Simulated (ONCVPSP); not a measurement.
# Pb (Z = 82): excitation energies, all-electron against ONCV

lead (Pb), optimised norm-conserving Vanderbilt (ONCV), made with ONCVPSP 4.0.1 (LDA (Perdew-Zunger), fully relativistic). Core [Kr] 4d10 4f14, reference 5s2 5p6 5d10 6s2 6p2. Waves: 5s+6s: rc 1.30 bohr, ncon 4, nbas 7, qcut 9.2 1/bohr, 2 projectors; 5p+6p: rc 1.55 bohr, ncon 3, nbas 7, qcut 8.2 1/bohr, 2 projectors; 5d: rc 1.70 bohr, ncon 5, nbas 10, qcut 8.1 1/bohr, 3 projectors, debl 1.8 Ha. Local part: polynomial inside 1.10 bohr (lpopt 5, dvloc0 1 Ha). Core correction: Teter function, fcfact 3.5, rcfact 1.05.

Open shells are filled in proportion to 2j + 1.

Energies are relative to the spin-unpolarised reference configuration 5s2 5p6 5d10 6s2 6p2; without spin polarisation the order of configurations can differ from experiment.

```
valence configuration  charge  ΔE all-electron (eV)  error AE − PS (meV)
 5s2 5p6 5d10 6s2 6p1      +1                 6.958                 +0.3
 5s2 5p6 5d10 6s2 6p0      +2                20.882                 +0.4
```

What are ΔE and the potential's error for 5s2 5p6 5d9 6s2 6p2?

ΔE = 27.218 eV all-electron; the error (AE − PS) is +1.7 meV.

What are ΔE and the potential's error for 5s2 5p6 5d10 6s1 6p0?

ΔE = 53.752 eV all-electron; the error (AE − PS) is -1.4 meV.

Levels in the configuration 5s2 5p6 5d10 6s1 6p0:

```csv
level,all-electron (eV),pseudo (eV)
5s j=1/2,-172.828,-172.877
5p j=3/2,-108.672,-108.700
5p j=1/2,-131.294,-131.340
5d j=5/2,-48.589,-48.587
5d j=3/2,-51.273,-51.273
6s j=1/2,-37.959,-37.962
```
